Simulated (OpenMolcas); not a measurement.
An atom or ion with 20 electrons was computed by SS-RASPT2, IPEA 0.25 Eh, imaginary shift 0.1 Eh with spin-orbit coupling (OpenMolcas, ANO-RCC-VTZP, DKH2). The lowest levels that the run gave, each within 12 % of the measured value where one is at hand:

```tsv
J	Parity	E (cm-1)	g
2	even	0.0	0.666
3	even	328	1.084
4	even	750	1.251
2	even	10700	1.004
0	even	13710	
1	even	13830	1.501
2	even	14070	1.497
4	even	18930	1.000
0	even	43190
```

Task: Which ion is it, and what are the configurations and terms?

Result: V3+ (Z = 23, charge +3; active space 2 electrons in 9 orbitals (RAS2 3d 4s; RAS3 4p, at most 2 electrons)). J, parity and g give the terms where levels are pure, and mixed ones are named by the computed weights; the size of the splittings, set against known spectra of the 20-electron sequence, gives the charge. In order, with the measured energies in cm-1 (Sugar and Corliss, J. Phys. Chem. Ref. Data 7, 1191 (1978)): 3d2 3F2, 3d2 3F3 (325), 3d2 3F4 (735), 3d2 1D2 (10959), 3d2 3P0, 3d2 3P1 (13239), 3d2 3P2 (13458), 3d2 1G4 (18391), 3d2 1S0 (42462).

Term energies are means over components that CASPT2 splits; among the terms shown or strongly mixed into the levels shown the widest spread is 940 cm-1 (3d2 1G). Terms from blocks run as CI alone lack orbitals of their own. Measured partners are found by configuration, term and J. A level has none where our copy of the source lacks it or the pairing is in doubt (some pairs that miss far off the trend of their configuration count as doubtful), and it then counts in no deviation. Only configurations of the active space appear.
